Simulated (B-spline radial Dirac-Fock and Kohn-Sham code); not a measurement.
# Two-hole binding energies of Hg⁵⁷⁺

System: the Hg⁵⁷⁺ ion in the configuration [Ar] 3d5.

Input file task.json (cfg lists n, l and occupation; rrms is the nuclear radius in fm):

```json
{"items": [{
  "Z": 80,
  "q": 57,
  "cfg": [[1, 0, 2], [2, 0, 2], [2, 1, 6], [3, 0, 2], [3, 1, 6], [3, 2, 5]],
  "A": 202,
  "rrms": 5.4648,
  "do": ["binding", "quiet", "double"]
}]}
```

Launch: `python xray_run.py task.json out`

These are calculated numbers from a radial finite-basis atomic code; the model is Dirac-Fock (average of configuration) total-energy differences with a finite nucleus, the Breit interaction including its frequency dependence, and self-energy and vacuum-polarisation corrections. U is the two-hole binding energy less the two single-hole energies, the effective repulsion of the holes after relaxation. Each two-hole energy is an average over J within one jj subconfiguration.

```
          holes  E(a) (eV)  E(b) (eV)  E(ab) (eV)  U (eV)
           1s⁻²    87018.2    87018.2    175711.4  1675.0
   1s⁻¹ 2p1/2⁻¹    87018.2    18045.5    105629.1   565.3
   1s⁻¹ 2p3/2⁻¹    87018.2    16097.9    103580.4   464.4
           2s⁻²    18657.4    18657.4     37650.2   335.4
        2p1/2⁻²    18045.5    18045.5     36506.2   415.2
   2s⁻¹ 2p3/2⁻¹    18657.4    16097.9     35060.6   305.3
        2p3/2⁻²    16097.9    16097.9     32540.3   344.6
   2s⁻¹ 3p1/2⁻¹    18657.4     6723.1     25562.9   182.4
   2p1/2⁻¹ 3s⁻¹    18045.5     6981.9     25204.0   176.6
   2p3/2⁻¹ 3s⁻¹    16097.9     6981.9     23252.6   172.9
2p3/2⁻¹ 3p1/2⁻¹    16097.9     6723.1     23006.0   185.0
        3p1/2⁻²     6723.1     6723.1           ?       ?
3p1/2⁻¹ 3p3/2⁻¹     6723.1     6241.1     13097.9   133.7
        3p3/2⁻²     6241.1     6241.1     12613.5   131.3
```

**Question.** Give the missing two-hole energy and U.

**Answer.** E(ab) = 13593.2 eV and U = 147.0 eV.
